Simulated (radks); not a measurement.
Values are calculated unless marked as measured or tabulated.
Q: Ionisation of the tin ion Sn2+, [Kr] 4d10 5s2, to Sn3+, [Kr] 4d10 5s1, under several functionals. Dirac Kohn-Sham, spin-unpolarised, spherical densities, point nucleus; a radial shooting solver on a logarithmic mesh with Libxc functionals. Known Delta-SCF values: PBEsol 31.015 eV; XLYP 31.118 eV; PW91 31.073 eV. What does exchange-only B88 give, and what is its highest occupied eigenvalue?

A: 30.157 eV by Delta-SCF; the 5s1/2 eigenvalue is -25.249 eV. NIST: 30.506 eV (measured).

Beside tabulated values, note that spin-unpolarised runs miss the spin-polarisation part of the exchange energy of open shells.
